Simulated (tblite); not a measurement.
Species: C₄H₉O₃Si (doublet state).
Z-matrix (Å and degrees, GFN2-xTB geometry), rows numbered from 1:
```
C 
C   1  1.5165
O   2  1.4306  1  108.38
C   3  1.3223  2  116.46  1   179.51
O   4  1.2045  3  124.64  2    -0.79
C   4  1.5238  3  112.35  2  -179.82
O   6  1.3780  4  111.97  3   -13.85
Si  7  1.6349  6  130.33  4   164.93
H   1  1.0864  2  110.04  3    59.27
H   1  1.0865  2  110.18  3   -60.42
H   1  1.0862  2  109.60  3   179.43
H   2  1.0958  1  111.60  3   119.62
H   2  1.0956  1  111.53  3  -119.60
H   6  1.1001  4  106.90  3   108.66
H   6  1.0988  4  107.58  3  -136.36
H   8  1.4604  7  111.13  6   -49.95
H   8  1.4465  7   99.11  6  -176.21
```

The geometry is computed with GFN2-xTB (gas phase). This method treats the open shell by occupation alone, without spin polarisation.

Masses are those of the commonest isotopes; rigid-rotor values at the optimised geometry. The values belong to one conformer with, in the numbering `[CH3:1][CH2:2][O:3][C:4](=[O:5])[CH2:6][O:7][SiH2:8]`, C1–C2–O3–C4 180°, C2–O3–C4–O5 -1°, O3–C4–C6–O7 -14°, C4–C6–O7–Si8 165°, C6–O7–Si8–H -50° and -176°.

Problem. What are A, B and C (MHz)?

Solution. Ia = 180.45, Ib = 591.45, Ic = 756.65 u·Å²; 505379 MHz·u·Å²/I gives A = 2801, B = 854.5, C = 667.9 MHz.

Problem. Classify the top.

Solution. An asymmetric top: κ = (2 × 854.5 − 2801 − 667.9)/(2801 − 667.9) = -0.83.

Problem. What does the inertial defect say?

Solution. Not planar: Δ = Ic − Ia − Ib = -15.25 u·Å². For a rigid frame Δ = −2 Σ m c², so Σ m c² = 7.63 u·Å² lies off the ab plane: 6.81 from hydrogen and 0.81 from heavier atoms. The atom farthest from that plane is 1.38 Å away.

Problem. Estimate the classical rotational partition function at 50 K, 200 K and 298.15 K.

Solution. Point group C1, symmetry number σ = 1; q = (√π/σ)·√((kT/h)³/(ABC)), k/h = 20836.6 MHz/K: 47100 at 50 K, 377000 at 200 K, 686000 at 298.15 K.

For this open shell read J as N, the rotation without spin; fine and hyperfine splittings come on top. Its lowest GFN2-xTB frequency is 9i cm⁻¹, too small to tell a flat minimum from a shallow saddle. Constants of a rigid frame at the computed geometry: no zero-point averaging, no centrifugal distortion.
